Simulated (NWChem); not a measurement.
System: CH$_{2}$NO cation; SMILES [NH2+]=C=O

The following NWChem deck was run.

```
start job
memory heap 200 mb stack 900 mb global 1100 mb
charge 1
geometry units angstroms noautosym nocenter noautoz
  N      0.000000     0.000000     1.120782
  C      0.000000     0.000000    -0.148030
  O      0.000000     0.000000    -1.275212
  H      0.000000     0.885860     1.642452
  H      0.000000    -0.885860     1.642452
end
basis spherical
  N library 6-31g*
  C library 6-31g*
  O library 6-31g*
  H library 6-31g*
end
dft
  xc xpbe96 cpbe96
  iterations 150
end
cosmo
  do_cosmo_smd true
  solvent clbenzen
end
task dft energy
```

Excerpt of the output:

```
             Northwest Computational Chemistry Package (NWChem) 7.3.0
             --------------------------------------------------------

                             Geometry "geometry" -> ""
                             -------------------------

 Output coordinates in angstroms (scale by  1.889725989 to convert to a.u.)

  No.       Tag          Charge          X              Y              Z
 ---- ---------------- ---------- -------------- -------------- --------------
    1 N                    7.0000     0.00000000     0.00000000     1.12078200
    2 C                    6.0000     0.00000000     0.00000000    -0.14803000
    3 O                    8.0000     0.00000000     0.00000000    -1.27521200
    4 H                    1.0000     0.00000000     0.88586000     1.64245200
    5 H                    1.0000     0.00000000    -0.88586000     1.64245200

 Effective nuclear repulsion energy (a.u.)      65.8799603648

  pbe96 is a nonlocal functional; adding pw91lda local functional.

                                 NWChem DFT Module
                                 -----------------

 Summary of "ao basis" -> "ao basis" (spherical)
 ------------------------------------------------------------------------------
       Tag                 Description            Shells   Functions and Types
 ---------------- ------------------------------  ------  ---------------------
 N                           6-31g*                  6       14   3s2p1d
 C                           6-31g*                  6       14   3s2p1d
 O                           6-31g*                  6       14   3s2p1d
 H                           6-31g*                  2        2   2s

 in cosmo_initialize ...
 calling solv_data for solv:clbenzen

 solvent parameters
 solvname_short: clbenzen
 solvname_long:  chlorobenzene
 dielec:        5.6968
 dielecinf:     2.3229
 nonaqueous SMD model solvent descriptors
 dielec:        5.6968
 sola:          0.0000
 solb:          0.0700
 solc:          0.8570
 solg:         47.4800
 solh:          0.1430
 soln:          1.5241

          ---------------
          -cosmo- solvent
          ---------------
 Cosmo: York-Karplus, doi: 10.1021/jp992097l
 dielectric constant -eps-     =   5.70
 screen = (eps-1)/(eps    )    =   0.82446
 surface charge correction     = lagrangian

   van der Waals surface
 --------------------------

[...]

                                COSMO-SMD solvation results
                                ---------------------------

             internal energy in gas <Psi(g)|H|Psi(g)> =      -168.779839241699
         internal energy in solvent <Psi(s)|H|Psi(s)> =      -168.777813365045
                               delta internal energy  =         0.002025876653 (    1.27 kcal/mol)
   total free energy in solvent <Psi(s)|H+V/2|Psi(s)> =      -168.882181164638
 polarization energy contribution <Psi(s)|V/2|Psi(s)> =        -0.104367799592 (  -65.49 kcal/mol)
    total free energy in solvent including G(SMD-CDS) =      -168.880973419828
                       G(SMD-CDS) energy contribution =         0.001207744809 (    0.76 kcal/mol)
     1 M fixed-concentration free energy of solvation =        -0.101134178130 (  -63.46 kcal/mol)

                       DFT Final Molecular Orbital Analysis
                       ------------------------------------

 Vector    9  Occ=2.000000D+00  E=-5.398163D-01
              MO Center= -1.7D-09,  1.4D-11, -5.4D-01, r^2= 1.2D+00
   Bfn.  Coefficient  Atom+Function         Bfn.  Coefficient  Atom+Function
  ----- ------------  ---------------      ----- ------------  ---------------
    31      0.459869  3 O  px                17      0.419507  2 C  px
    35      0.243716  3 O  px                 3      0.213284  1 N  px
    21      0.137503  2 C  px                 7      0.112981  1 N  px
    41     -0.034916  3 O  d  1

 Vector   10  Occ=2.000000D+00  E=-5.060925D-01
              MO Center= -2.0D-11, -3.0D-10, -5.7D-01, r^2= 1.6D+00
   Bfn.  Coefficient  Atom+Function         Bfn.  Coefficient  Atom+Function
  ----- ------------  ---------------      ----- ------------  ---------------
    32      0.531146  3 O  py                18      0.300312  2 C  py
    36      0.294249  3 O  py                 4     -0.222318  1 N  py
     8     -0.143510  1 N  py                22      0.120771  2 C  py
    43     -0.118454  4 H  s                 45      0.118454  5 H  s
    44     -0.043277  4 H  s                 46      0.043277  5 H  s

 Vector   11  Occ=2.000000D+00  E=-3.879164D-01
              MO Center=  5.5D-10,  1.6D-12,  3.8D-01, r^2= 1.8D+00
   Bfn.  Coefficient  Atom+Function         Bfn.  Coefficient  Atom+Function
  ----- ------------  ---------------      ----- ------------  ---------------
     3      0.535681  1 N  px                31     -0.385271  3 O  px
     7      0.382520  1 N  px                35     -0.251914  3 O  px
    17      0.096771  2 C  px                27     -0.055160  2 C  d  1
    21      0.031940  2 C  px

 Vector   12  Occ=0.000000D+00  E=-1.747133D-01
              MO Center= -6.1D-12,  1.7D-09, -2.0D-01, r^2= 1.7D+00
   Bfn.  Coefficient  Atom+Function         Bfn.  Coefficient  Atom+Function
  ----- ------------  ---------------      ----- ------------  ---------------
    18      0.602762  2 C  py                22      0.441298  2 C  py
    32     -0.439848  3 O  py                36     -0.392952  3 O  py
    44     -0.240865  4 H  s                 46      0.240865  5 H  s
    43     -0.154520  4 H  s                 45      0.154520  5 H  s
    11     -0.054581  1 N  d -1               4     -0.041735  1 N  py

[...]
```

Level: PBE/6-31G* (spherical d), SMD on the gas-phase geometry. Coordinates come from a PBE0/def2-SVP optimisation. Solvent: chlorobenzene.
